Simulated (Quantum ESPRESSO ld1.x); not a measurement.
Results of a calculation; reference values are marked as such.
Species: Ir0.25+. Configuration: [Kr] 4d10 4f14 5s2 5p(up 3, down 2.75) 5d7 6s2 (fractional occupations, a model configuration). Level of theory: scalar-relativistic Kohn-Sham, LDA (Slater exchange, Perdew-Wang correlation), spin-polarised, spherical densities, point nucleus; open shells are filled with parallel spins first (ld1.x of Quantum ESPRESSO 7.5).

X-ray form factor f0, the Fourier transform of the density (f0(0) = 76.75):

sin(theta)/lambda (1/angstrom),f0 (electrons)
0.05,75.650
0.1,72.785
0.15,69.034
0.2,65.087
0.25,61.267
0.3,57.676
0.4,51.229
0.5,45.699
0.6,40.957
0.8,33.254
1,27.289
1.25,21.849
1.5,18.285
2,14.348
